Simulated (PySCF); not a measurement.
C2H6Al, SMILES [Al+]([CH3])[CH3], charge +1. Atoms are numbered in the order given.

```xyz
9

Al     0.0000     0.0000     0.0000
C      0.0000     0.0000    -1.9140
H      0.8890     0.5132    -2.2938
H     -0.8890     0.5132    -2.2938
H      0.0000    -1.0265    -2.2938
C      0.0000     0.0000     1.9140
H      0.8890    -0.5132     2.2938
H     -0.8890    -0.5132     2.2938
H      0.0000     1.0265     2.2938
```
Charge +1, spin multiplicity 1.

The structure is a stationary point at TPSSh-D3(BJ)/def2-TZVP. The multiplicity is an assumed one; other spin states were not compared. The isomer is the one that the SMILES or the coordinates give; other isomers of the formula were not compared.

Method: B3LYP/pcJ-1 in PySCF.

Isotropic couplings with Fermi-contact, spin-dipole and both spin-orbit terms, one fixed conformer, no vibrational averaging. Isotopes: 13C, 1H.

```tsv
pair	bonds apart	J (Hz)
C2–H3	1	?
C2–H4	1	?
C2–H5	1	?
C6–H7	1	?
C6–H8	1	?
C6–H9	1	?
C2–C6	2	9.1
H3–H4	2	-16.3
H3–H5	2	-16.3
H4–H5	2	-16.3
H7–H8	2	-16.3
H7–H9	2	-16.3
H8–H9	2	-16.3
H3–H8	4	?
H4–H7	4	?
H5–H9	4	?
```

### Question
Complete the blanks. (The exact figures need the calculation; the answer reports its results.)

### Answer

- C2–H3, J (Hz): 143.6
- C2–H4, J (Hz): 143.6
- C2–H5, J (Hz): 143.6
- C6–H7, J (Hz): 143.6
- C6–H8, J (Hz): 143.6
- C6–H9, J (Hz): 143.6
- H3–H8, J (Hz): -0.6
- H4–H7, J (Hz): -0.6
- H5–H9, J (Hz): -0.6
